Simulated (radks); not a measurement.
The silicon ion Si7+, 7 electrons, occupied as [He] 2s2 2p3. Method: scalar-relativistic Kohn-Sham, PBE, spin-unpolarised, spherical densities, finite nucleus; Fermi nuclear charge, rms radius 3.1224 fm; computed with a radial shooting solver on a logarithmic mesh with Libxc functionals.

Normalised radial functions P(r) = r R(r), r in bohr:

```
   r/bohr * 3p (the largest magnitude, 0.957, reaches the edge; | marks zero)
 0.003585                             *
 0.004009                             *
 0.004485                             *
 0.005016                             *
 0.005656                             *
 0.006326                             *
 0.007075                             *
 0.007914                             *
 0.008852                             *
 0.009901                             *
  0.01107                             *
  0.01239                             *
  0.01397                             *
  0.01562                             *
  0.01747                             *
  0.01954                             *
  0.02186                             |*
  0.02445                             |*
  0.02735                             |*
  0.03059                             |*
  0.03449                             |*
  0.03858                             | *
  0.04315                             | *
  0.04826                             | *
  0.05398                             |  *
  0.06038                             |  *
  0.06753                             |   *
  0.07554                             |    *
  0.08517                             |     *
  0.09526                             |     *
   0.1066                             |      *
   0.1192                             |        *
   0.1333                             |         *
   0.1491                             |          *
   0.1668                             |           *
   0.1865                             |            *
   0.2103                             |             *
   0.2352                             |              *
   0.2631                             |               *
   0.2943                             |               *
   0.3292                             |              *
   0.3682                             |             *
   0.4118                             |          *
   0.4606                             |       *
   0.5194                             |   *
   0.5809                             *
   0.6498                        *    |
   0.7268                  *          |
   0.8129             *               |
   0.9093         *                   |
    1.017     *                       |
    1.138   *                         |
    1.283  *                          |
    1.435   *                         |
    1.605      *                      |
    1.795          *                  |
    2.007              *              |
    2.245                  *          |
    2.511                      *      |
    2.809                        *    |
    3.167                           * |
    3.543                            *|
    3.963                            *|
    4.432                             *
```

3p (empty): eigenvalue -98.983 eV, 1 radial node at r = 0.578 bohr, <r> = 1.36 bohr, 90 % of the charge inside 2.01 bohr.
